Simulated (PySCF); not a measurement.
C2H3, SMILES [CH][CH2+] (connectivity only; charge and spin as stated), charge +1, multiplicity 1. Coordinates come from a B3LYP-D3(BJ)/def2-TZVP optimisation.

TDA-PBE/def2-TZVPD run with PySCF puts the lowest singlet excitations at 3.46, 7.48, 8.22, 10.41, 10.75, 10.84 eV.

Question: What are the lowest excitation roots from PySCF with ADC(2)/aug-cc-pVDZ? (Estimate from the structure and the level; the computed values follow.)

Answer: 3.44, 7.53, 8.55, 10.77, 11.22, 11.41 eV. S1 differs by -0.02 eV (second minus first; roots are paired by order, and the bases may differ).
